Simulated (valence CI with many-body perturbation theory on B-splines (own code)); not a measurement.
## E1 line list for Pm²⁸⁺

Level of theory: valence CI with perturbative core correlation (CI+MBPT): five valence electrons over a frozen Dirac-Fock core [Ar] 3d10, radial functions for each j: 9 s, 9 p, 8 d, 6 f, 3 g, 1 h, with the one-electron correlation potential Σ1 (screened to all orders), the two-electron term Σ2, the three-electron term Σ3, Breit, model QED; selected single and double excitations, second order for the rest (own B-spline code, finite nucleus).

No measured spectrum was set against this ion. As an estimate, large intervals hold to a few tenths of a per cent, small ones and those within an open d or f shell to about a per cent. Among the levels kept, up to 270 cm⁻¹ of a level comes from second order outside the variational space, and about a tenth of that is noise between levels of different J, which matters for small intervals.

Lines 1 to 50 of 191 in falling wavelength, among levels below 1710800 cm⁻¹, chosen from the strongest by gf and those to the six lowest levels. Wavelengths and rates use the calculated energies. Electric multipoles are in the length gauge, E1 and E2 with the static RPA response of the core. Weak lines are less certain than strong ones. Lines between different terms over intervals too small for the method are left out, as are lines whose strength nearly cancels. The highest levels of a list are the least certain.

Levels are named by their leading jj configuration (3d3/2^4 stands for four electrons in 3d with j = 3/2), which in mixed levels can hold well under half, so a name can repeat and another be missing. Letters in brackets count levels of one name in rising energy.

| λ vac (Å) | Upper | Lower | A (s⁻¹) | S (a.u.) |
| --- | --- | --- | --- | --- |
| 463.9 | (4s 4p1/2^2 4p3/2^2) J=5/2 | (4s^2 4p3/2^3) J=3/2 | 2.33e+06 | 6.88e-04 |
| 348.5 | (4s 4p1/2^2 4p3/2^2) J=3/2 | (4s^2 4p3/2^3) J=3/2 | 5.09e+07 | 4.25e-03 |
| 323.3 | (4s 4p1/2^2 4p3/2^2) J=1/2 | (4s^2 4p3/2^3) J=3/2 | 5.29e+07 | 1.77e-03 |
| 274.8 | (4s 4p1/2^2 4p3/2 4d3/2) J=5/2 | (4s^2 4p1/2 4p3/2 4d5/2) J=3/2 [b] | 2.19e+08 | 1.35e-02 |
| 273.9 | (4s^2 4p1/2^2 4d3/2) J=3/2 | (4s^2 4p3/2^3) J=3/2 | 9.81e+07 | 3.98e-03 |
| 268.2 | (4s 4p1/2^2 4p3/2 4d3/2) J=3/2 [a] | (4s^2 4p1/2 4p3/2 4d3/2) J=1/2 [c] | 2.69e+08 | 1.02e-02 |
| 267.1 | (4s 4p1/2^2 4p3/2 4d3/2) J=3/2 [a] | (4s^2 4p1/2 4p3/2 4d3/2) J=5/2 [b] | 1.50e+08 | 5.65e-03 |
| 259.1 | (4s 4p1/2^2 4p3/2 4d3/2) J=7/2 | (4s^2 4p1/2 4p3/2 4d3/2) J=5/2 [b] | 4.57e+08 | 3.14e-02 |
| 248.2 | (4s 4p1/2^2 4p3/2 4d3/2) J=3/2 [a] | (4s^2 4p1/2 4p3/2 4d5/2) J=3/2 [a] | 1.98e+08 | 5.98e-03 |
| 247.9 | (4s 4p1/2^2 4p3/2 4d3/2) J=5/2 | (4s^2 4p1/2 4p3/2 4d5/2) J=3/2 [a] | 3.54e+08 | 1.60e-02 |
| 236.5 | (4s 4p1/2^2 4p3/2 4d3/2) J=7/2 | (4s^2 4p1/2 4p3/2 4d5/2) J=5/2 [a] | 1.06e+09 | 5.55e-02 |
| 233.3 | (4s^2 4p1/2^2 4d5/2) J=5/2 | (4s^2 4p3/2^3) J=3/2 | 3.73e+06 | 1.40e-04 |
| 232.2 | (4p1/2^2 4p3/2^3) J=3/2 | (4s^2 4p1/2 4p3/2 4d5/2) J=3/2 [a] | 2.96e+08 | 7.30e-03 |
| 229.6 | (4s 4p1/2^2 4p3/2 4d3/2) J=7/2 | (4s^2 4p1/2 4p3/2 4d5/2) J=9/2 | 1.49e+08 | 7.13e-03 |
| 227.9 | (4s 4p1/2^2 4p3/2 4d3/2) J=3/2 [b] | (4s^2 4p1/2 4p3/2 4d3/2) J=1/2 [c] | 2.34e+08 | 5.46e-03 |
| 222.2 | (4s 4p1/2^2 4p3/2 4d3/2) J=5/2 | (4s 4p1/2 4p3/2^3) J=3/2 [b] | 5.34e+08 | 1.74e-02 |
| 221.4 | (4s 4p1/2^2 4p3/2 4d3/2) J=1/2 | (4s 4p1/2 4p3/2^3) J=3/2 [b] | 4.14e+08 | 4.44e-03 |
| 213.3 | (4s 4p1/2^2 4p3/2 4d3/2) J=3/2 [b] | (4s^2 4p1/2 4p3/2 4d5/2) J=3/2 [a] | 9.66e+08 | 1.85e-02 |
| 211.0 | (4s 4p1/2^2 4p3/2 4d5/2) J=9/2 | (4s^2 4p1/2 4p3/2 4d5/2) J=9/2 | 2.32e+09 | 1.07e-01 |
| 210.9 | (4s 4p1/2 4p3/2^3) J=3/2 [a] | (4s^2 4p3/2^3) J=3/2 | 2.63e+08 | 4.87e-03 |
| 210.4 | (4s 4p1/2^2 4p3/2 4d3/2) J=1/2 | (4s^2 4p1/2 4p3/2 4d3/2) J=1/2 [b] | 2.02e+09 | 1.86e-02 |
| 209.6 | (4s 4p1/2^2 4p3/2 4d3/2) J=3/2 [b] | (4s^2 4p1/2 4p3/2 4d5/2) J=5/2 [a] | 9.58e+08 | 1.74e-02 |
| 209.5 | (4p1/2^2 4p3/2^3) J=3/2 | (4s 4p1/2 4p3/2^3) J=3/2 [b] | 3.17e+09 | 5.76e-02 |
| 206.6 | (4s 4p1/2^2 4p3/2 4d3/2) J=5/2 | (4s^2 4p1/2 4p3/2 4d3/2) J=7/2 | 8.40e+08 | 2.19e-02 |
| 202.8 | (4s 4p1/2^2 4p3/2^2) J=5/2 | (4s^2 4p1/2 4p3/2^2) J=5/2 | 2.87e+09 | 7.10e-02 |
| 202.0 | (4s 4p1/2^2 4p3/2 4d3/2) J=7/2 | (4s^2 4p1/2 4p3/2 4d3/2) J=7/2 | 2.70e+09 | 8.78e-02 |
| 199.6 | (4p1/2^2 4p3/2^3) J=3/2 | (4s^2 4p1/2 4p3/2 4d3/2) J=1/2 [b] | 1.27e+09 | 2.00e-02 |
| 197.0 | (4s 4p1/2^2 4p3/2 4d5/2) J=9/2 | (4s^2 4p1/2 4p3/2 4d5/2) J=7/2 [a] | 4.77e+09 | 1.80e-01 |
| 196.9 | (4s 4p1/2^2 4p3/2 4d3/2) J=3/2 [a] | (4s^2 4p1/2 4p3/2 4d3/2) J=5/2 [a] | 1.81e+09 | 2.73e-02 |
| 196.7 | (4s 4p1/2^2 4p3/2 4d3/2) J=5/2 | (4s^2 4p1/2 4p3/2 4d3/2) J=5/2 [a] | 2.83e+09 | 6.38e-02 |
| 194.8 | (4s 4p1/2 4p3/2^3) J=5/2 | (4s^2 4p3/2^3) J=3/2 | 4.53e+09 | 9.92e-02 |
| 194.0 | (4s 4p1/2^2 4p3/2 4d3/2) J=3/2 [b] | (4s 4p1/2 4p3/2^3) J=3/2 [b] | 2.79e+08 | 4.02e-03 |
| 192.5 | (4s 4p1/2^2 4p3/2 4d3/2) J=7/2 | (4s^2 4p1/2 4p3/2 4d3/2) J=5/2 [a] | 7.50e+08 | 2.11e-02 |
| 191.0 | (4s 4p1/2^2 4p3/2^2) J=3/2 | (4s^2 4p1/2 4p3/2^2) J=1/2 | 7.93e+06 | 1.09e-04 |
| 190.3 | (4s 4p1/2^2 4p3/2^2) J=5/2 | (4s^2 4p1/2 4p3/2^2) J=3/2 | 5.33e+09 | 1.09e-01 |
| 187.8 | (4s 4p1/2^2 4p3/2 4d3/2) J=3/2 [a] | (4s^2 4p1/2 4p3/2 4d3/2) J=3/2 | 4.69e+09 | 6.13e-02 |
| 187.7 | (4s 4p1/2^2 4p3/2 4d3/2) J=3/2 [a] | (4s^2 4p1/2 4p3/2 4d3/2) J=1/2 [a] | 2.16e+09 | 2.82e-02 |
| 187.6 | (4s 4p1/2^2 4p3/2 4d3/2) J=5/2 | (4s^2 4p1/2 4p3/2 4d3/2) J=3/2 | 7.57e+08 | 1.48e-02 |
| 187.1 | (4s 4p1/2^2 4p3/2 4d3/2) J=1/2 | (4s^2 4p1/2 4p3/2 4d3/2) J=3/2 | 1.23e+09 | 7.93e-03 |
| 186.9 | (4s 4p1/2^2 4p3/2 4d3/2) J=1/2 | (4s^2 4p1/2 4p3/2 4d3/2) J=1/2 [a] | 2.20e+09 | 1.42e-02 |
| 184.1 | (4s^2 4p1/2 4p3/2 4d3/2) J=1/2 [a] | (4s^2 4p3/2^3) J=3/2 | 2.15e+09 | 1.32e-02 |
| 184.0 | (4s^2 4p1/2 4p3/2 4d3/2) J=3/2 | (4s^2 4p3/2^3) J=3/2 | 1.91e+09 | 2.35e-02 |
| 183.2 | (4s 4p1/2^2 4p3/2^2) J=1/2 | (4s^2 4p1/2 4p3/2^2) J=1/2 | 1.00e+10 | 6.08e-02 |
| 178.5 | (4p1/2^2 4p3/2^3) J=3/2 | (4s^2 4p1/2 4p3/2 4d3/2) J=3/2 | 2.36e+09 | 2.65e-02 |
| 178.4 | (4p1/2^2 4p3/2^3) J=3/2 | (4s^2 4p1/2 4p3/2 4d3/2) J=1/2 [a] | 1.92e+09 | 2.15e-02 |
| 177.7 | (4s 4p1/2^2 4p3/2 4d3/2) J=3/2 [a] | (4s 4p1/2 4p3/2^3) J=5/2 | 1.53e+09 | 1.70e-02 |
| 177.6 | (4s 4p1/2^2 4p3/2 4d3/2) J=5/2 | (4s 4p1/2 4p3/2^3) J=5/2 | 2.78e+08 | 4.61e-03 |
| 177.1 | (4s 4p1/2^2 4p3/2^2) J=3/2 | (4s^2 4p1/2 4p3/2^2) J=5/2 | 6.33e+09 | 6.94e-02 |
| 176.0 | (4s^2 4p1/2 4p3/2 4d3/2) J=5/2 [a] | (4s^2 4p3/2^3) J=3/2 | 3.67e+08 | 5.94e-03 |
| 174.2 | (4s 4p1/2^2 4p3/2 4d3/2) J=3/2 [b] | (4s^2 4p1/2 4p3/2 4d3/2) J=5/2 [a] | 4.65e+09 | 4.85e-02 |
